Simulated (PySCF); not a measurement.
SiH3Cl, SMILES Cl[SiH3].

Geometry optimised at B3LYP-D3(BJ)/def2-TZVP. The isomer is the one that the SMILES or the coordinates give; other isomers of the formula were not compared.

All values below come from TDA-ωB97X/def2-TZVPD (PySCF).

Vertical excitations; the highest root listed may be one member of a degenerate set.  State labels are in the subgroup Cs.

```tsv
state	symmetry	energy (eV)	λ (nm)	f	main pairs
S1	A"	7.69	161	0.012	HOMO→LUMO (degenerate set)
S2	A'	7.69	161	0.012	HOMO−1→LUMO (degenerate set)
S3	A'	8.81	141	0.016	HOMO−1→LUMO+1 (degenerate set)
S4	A"	8.82	141	0.016	HOMO→LUMO+1 (degenerate set)
S5	A"	8.82	141	0.000	HOMO→LUMO+5 28 %, HOMO−1→LUMO+6 28 %, HOMO−1→LUMO+3 17 %, HOMO→LUMO+4 16 %
S6	A"	9.15	135	0.004	HOMO−1→LUMO+6, HOMO→LUMO+5, HOMO−2→LUMO, HOMO−1→LUMO+3 (degenerate set)
S7	A'	9.15	135	0.004	HOMO−1→LUMO+5, HOMO→LUMO+6, HOMO−3→LUMO, HOMO→LUMO+3 (degenerate set)
S8	A'	9.39	132	0.019	HOMO→LUMO+6 32 %, HOMO−1→LUMO+5 32 %, HOMO−1→LUMO+4 12 %, HOMO→LUMO+3 12 %
S9	A"	9.47	131	0.077	HOMO−2→LUMO, HOMO→LUMO+2, HOMO→LUMO+5, HOMO−1→LUMO+6 (degenerate set)
S10	A'	9.47	131	0.077	HOMO−3→LUMO, HOMO−1→LUMO+2, HOMO−1→LUMO+5, HOMO→LUMO+6 (degenerate set)
T1	A"	7.31	170	0	HOMO→LUMO (degenerate set)
T2	A'	7.31	170	0	HOMO−1→LUMO (degenerate set)
T3	A"	8.48	146	0	HOMO→LUMO+1, HOMO→LUMO+2, HOMO→LUMO+5, HOMO−1→LUMO+6 (degenerate set)
T4	A'	8.48	146	0	HOMO−1→LUMO+1, HOMO−1→LUMO+2, HOMO−1→LUMO+5, HOMO→LUMO+6 (degenerate set)
```
Triplets are in the Tamm–Dancoff approximation.
